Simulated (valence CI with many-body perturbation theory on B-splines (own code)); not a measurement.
Values are calculated unless marked as measured or tabulated.
**Sensitivity of CI+MBPT for Nd⁴⁵⁺**

Level of theory: relativistic CI+MBPT: five valence electrons over a frozen Dirac-Fock core [Ne], a basis of 6 s, 6 p, 5 d, 3 f, 1 g functions for each j, with the one-electron correlation potential Σ1, the two-electron term Σ2, the three-electron term Σ3, Breit, model QED; selected CI, second order for the rest, scaled by the run's own slope (own B-spline code, finite nucleus).

No measured spectrum was set against this ion. As an estimate, large intervals hold to a few tenths of a per cent, small ones and those within an open d or f shell to about a per cent. Among the levels kept, up to 700 cm⁻¹ of a level comes from second order outside the variational space, and about a tenth of that is noise between levels of different J, which matters for small intervals.

The reference run has the lowest level (3s^2 3p1/2^2 3p3/2) J=3/2 and an ionisation energy of 3664.61 eV. Its largest variational space holds 10000 state functions.

Levels are named by their leading jj configuration (3d3/2^4 stands for four electrons in 3d with j = 3/2), which in mixed levels can hold well under half, so a name can repeat and another be missing. Letters in brackets count levels of one name in rising energy.

Changed runs:
A. QED terms on → off
B. scale of Σ1 1 → 0.8
C. natural orbitals for correlation on → off
D. logarithmic knot step 0.27 → 0.8 (bad on purpose)

Excitation energies of the reference run in cm⁻¹, and shifts in cm⁻¹:

```
                             Level  Reference       A      B      C        D
        (3s^2 3p1/2 3p3/2^2) J=3/2     974734   -1652   -168   -679      +23
        (3s^2 3p1/2 3p3/2^2) J=5/2    1050100   -1643   -169   +4.2      +21
        (3s^2 3p1/2 3p3/2^2) J=1/2    1143650   -1619   -170   +350      +20
        (3s^2 3p1/2^2 3d3/2) J=3/2    1409980   +2670   +338   +463      +81
        (3s^2 3p1/2^2 3d5/2) J=5/2    1708640   +2897   +187   +289      +49
        (3s 3p1/2^2 3p3/2^2) J=5/2    2003420  +12923   +195   -378     -236
              (3s^2 3p3/2^3) J=3/2    2129650   -3137   -335   -253      +39
        (3s 3p1/2^2 3p3/2^2) J=1/2    2179560  +13162   +189   +116     -245
        (3s 3p1/2^2 3p3/2^2) J=3/2    2181390  +11335   +189    -15     -194
(3s^2 3p1/2 3p3/2 3d3/2) J=5/2 [a]    2375740    +915   +170   -141     +105
(3s^2 3p1/2 3p3/2 3d3/2) J=3/2 [a]    2389220   +1720   +172   -274      +84
(3s^2 3p1/2 3p3/2 3d3/2) J=1/2 [a]    2392140    +994   +170   -435     +104
            Ionisation energy (eV)    3664.61   +0.16  -0.18  -0.36  +0.0035
```
